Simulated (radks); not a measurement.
Results of a calculation; reference values are marked as such.
Valence configurations of In I (all share [Kr]). Level of theory: scalar-relativistic Kohn-Sham, PBE, spin-polarised, spherical densities, finite nucleus; open shells are filled with parallel spins first (spin-orbit coupling, left out, can overturn this in heavy ions); Fermi nuclear charge, rms radius 4.6156 fm (a radial shooting solver on a logarithmic mesh with Libxc functionals). Energies are relative to 4d10 5s2 5p1; eigenvalues in eV for spin up.

valence,E (eV),moment (Bohr magnetons),e(4d),e(5p),e(5s)
4d10 5s2 5p1,0.000,1,-18.604,-2.779,-8.443
4d10 5s1 5p2,4.609,3,-20.044,-3.749,-9.782
4d9.5 5s2 5p1.5,8.327,2,-21.553,-3.486,-9.632
4d9.5 5s1.5 5p2,10.780,3,-22.236,-3.960,-10.272
4d9 5s2 5p2,17.547,3,-24.467,-4.151,-10.749
4d8 5s2 5p3,38.632,5,-30.252,-5.402,-12.839
4d7.5 5s1.5 5p4,55.344,5,-34.002,-6.204,-14.193
4d7.5 5s0.5 5p5,63.984,4,-35.323,-6.553,-14.743

NIST lists [Kr] 4d10 5s2 5p1 as the ground configuration; this level of theory agrees among the configurations tried. The energies are those of spherical high-spin densities, not of single terms.
